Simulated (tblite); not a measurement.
Species: C7H11P.
Structure used (GFN2-xTB), in Å, numbered top down from 1:
```
atom  x, y, z in Å
C1    -2.211    2.451    0.139
C2    -0.996    1.938    0.021
P3    -0.424    0.496    0.993
C4     1.088    0.237    0.119
C5     2.177    0.048   -0.361
C6     3.458   -0.168   -0.997
C7    -1.432   -0.818    0.111
C8    -0.960   -2.212    0.499
H9    -2.946    2.025    0.803
H10   -2.528    3.314   -0.425
H11   -0.258    2.395   -0.628
H12    3.387   -0.986   -1.716
H13    3.769    0.736   -1.521
H14    4.209   -0.418   -0.248
H15   -1.349   -0.671   -0.969
H16   -2.477   -0.677    0.398
H17    0.088   -2.341    0.234
H18   -1.061   -2.367    1.572
H19   -1.544   -2.972   -0.017
```

All values are computed: GFN2-xTB (tblite) harmonic vibrations without scaling, gas phase. Against measured fundamentals such values can be off by several per cent, at times by over 20. One conformer, not necessarily the lowest. The optimisation stopped once no atom felt more than 0.01 eV/Å.

Lowest wavenumbers of the output (negative numbers stand for imaginary wavenumbers):
```
mode    cm-1
  1     -35.8
  2      10.5
  3      57.9
  4      83.0
  5      94.3
  6     145.6
  7     207.4
  8     233.0
```

Problem. Is this structure a minimum?

Solution. Not by this Hessian. 1 mode is imaginary beyond 20i (36i cm⁻¹), so at this level the point lies at or near a first-order saddle. The curvature is small, so loose convergence or finite differences may be the whole cause.

Problem. Which atoms move in the imaginary mode?

Solution. 36i: C1 (terminal =CH2 carbon) 28 %, H9 (vinylic hydrogen) 23 %, H11 (vinylic hydrogen) 20 %, C2 (alkene CH carbon) 17 %. These are shares of the mass-weighted motion.

Problem. What is the remedy?

Solution. Step along that mode in both directions, optimise again with tighter thresholds and repeat the frequencies. The zero-point energy of this point (96.0 kcal/mol) counts the 50 real modes alone, and thermal corrections from it aren't those of a minimum.
